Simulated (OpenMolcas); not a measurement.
**Computed transition rates of Mo²⁺**

```yaml
Program: OpenMolcas 26.06
Method: "MS-RASPT2, IPEA 0.25 Eh, imaginary shift 0.1 Eh (closed shells correlated: 4s)"
Basis: ANO-RCC-VTZP [7s6p4d2f1g]
Scalar_Hamiltonian: DKH2, point nucleus
Active_space: 10 electrons in 8 orbitals (RAS1 4p, at most 2 holes; RAS2 4d)
State_averaging: 2S+1 = 5 even, 5 roots; 2S+1 = 3 even, 45 roots; 2S+1 = 1 even, 50 roots
Spin-orbit_coupling: RASSI with atomic mean-field integrals over the reference wave functions, term energies averaged over their components
```

Rates come from the transition moments of the reference wave functions (E1 and E2 in the length form). At fixed line strength A goes as λ^-3 for E1 and M1 and as λ^-5 for E2, so a rate at the computed wavelength can be rescaled to the measured one. Measured vacuum wavelengths follow from level energies in Sugar and Musgrove, J. Phys. Chem. Ref. Data 17, 155 (1988). Branching counts decays inside the model space alone, at computed energies, and the table is only a selection of the E2 and M1 lines, drawn from those between levels with measured partners whose computed energy lies within a factor of 1.5 of the measured one.

```
            Upper              Lower  Type  λ computed (nm)  λ measured (nm)  A computed (s-1)  A rescaled (s-1)  Branching %
       4d⁴ ¹S₀(1)         4d⁴ ³P₁(1)    M1            906.1            954.2          1.98e+00                           99.8
       4d⁴ ³P₀(1)            4d⁴ ⁵D₁    M1            813.9            916.8          1.49e+00                           99.9
       4d⁴ ¹G₄(2)            4d⁴ ¹I₆    E2            557.1              630          1.38e+00          7.46e-01         45.1
       4d⁴ ³P₁(1)            4d⁴ ⁵D₂    M1              762            844.4          1.12e+00                           89.4
       4d⁴ ³F₄(1)            4d⁴ ⁵D₄    M1            724.8            804.9          7.08e-01                           77.7
       4d⁴ ³P₂(1)            4d⁴ ⁵D₃    M1            691.6            761.4          6.92e-01                           86.5
       4d⁴ ¹G₄(1)         4d⁴ ³F₄(1)    M1             1503             1583          4.49e-01                           38.6
4d⁴ ³F₃(1) [75 %]            4d⁴ ⁵D₃    M1            706.4            785.9          4.18e-01                           64.1
          4d⁴ ³D₃            4d⁴ ⁵D₄    M1            520.9            567.7          4.13e-01                           57.7
       4d⁴ ¹D₂(1)  4d⁴ ³F₃(1) [75 %]    M1             1018             1129          3.48e-01                           32.6
       4d⁴ ³F₂(1)            4d⁴ ⁵D₂    M1            676.3            754.1          2.33e-01                           58.2
          4d⁴ ³D₂            4d⁴ ⁵D₁    M1            476.7            517.2          2.26e-01                           34.3
          4d⁴ ¹I₆            4d⁴ ³H₆    M1             1603             1543          1.52e-01                           53.3
       4d⁴ ³F₂(1)            4d⁴ ⁵D₁    M1              657            730.6          1.39e-01                           34.6
          4d⁴ ¹I₆            4d⁴ ³H₅    M1             1481             1426          1.32e-01                           46.5
   4d⁴ ³G₃ [75 %]            4d⁴ ⁵D₃    M1            623.6            682.7          1.14e-01                           39.0
          4d⁴ ³G₄            4d⁴ ⁵D₄    M1              634            693.9          1.08e-01                           56.0
          4d⁴ ³G₅            4d⁴ ³H₅    M1             2689             2908          6.24e-02                           37.3
          4d⁴ ³H₄            4d⁴ ⁵D₄    M1            842.6            925.3          3.40e-02                           83.1
          4d⁴ ⁵D₃            4d⁴ ⁵D₂    M1            17540            17990          8.55e-03          7.92e-03        100.0
          4d⁴ ⁵D₄            4d⁴ ⁵D₃    M1            14950            15420          8.08e-03          7.36e-03        100.0
          4d⁴ ⁵D₂            4d⁴ ⁵D₁    M1            23050            23460          4.60e-03          4.36e-03        100.0
          4d⁴ ³H₅            4d⁴ ³H₄    M1            17690            16780          4.48e-03          5.25e-03         93.7
          4d⁴ ³H₆            4d⁴ ³H₅    M1            19450            18670          2.84e-03          3.21e-03         98.5
          4d⁴ ⁵D₁            4d⁴ ⁵D₀    M1            41040            41320          7.74e-04          7.58e-04        100.0
```

Spin-changing lines and M1 lines between different terms are not rescaled, since their strength hangs on the term gaps too.

The largest correction is for 4d⁴ ¹G₄(2) → 4d⁴ ¹I₆ (E2): 1.38e+00 × (557.1 / 630)^5 = 7.46e-01 s-1, a factor of 0.54.

The computed rate and branching of 4d⁴ ⁵D₁ → 4d⁴ ⁵D₀ give the upper level a radiative lifetime of 1.000 / 7.74e-04 s-1 = 1.29e+03 s, counting decays inside the model space alone. The rescaled rate gives about 1.3e+03 s.

The computed order of these levels differs from the measured one in 5 places, and where term gaps are wrong the rates of spin-changing lines can be off by large factors.

These are rates of the free ion; in crystals, glasses and complexes forced electric-dipole and non-radiative decay shorten such lifetimes by orders of magnitude. No measured rate stands beside these. Rescaling mends the energy factor alone: line strengths can still be far off where a level mixes with configurations outside the active space, and weak or spin-changing lines hang on small mixing coefficients that depend on the term gaps too, so rescaling need not improve them.

CASPT2 breaks the degeneracy within a term, and the mean is taken; among the terms shown or strongly mixed into the levels shown the widest spread is 1800 cm-1 (4d⁴ ¹I). Active for correlation alone: 4p; no level in the range computed is led by a configuration that opens it, so any true level of that kind is missing. The CASPT2 spread within a term exceeds the gap to the next term for 4d⁴ ³H and 4d⁴ ³P(1), 4d⁴ ¹I and 4d⁴ ³D, so the order of their levels is uncertain. Computed and measured levels are paired by configuration, term and J; levels that our copy of the source lacks, or whose pairing is in doubt (as where it misses far off the trend of its configuration), stay unpaired. Only configurations of the active space appear.

A share in square brackets marks a mixed level and gives the weight of the term that names it. A number in round brackets counts repeated terms of one configuration in the order of the reference energies.
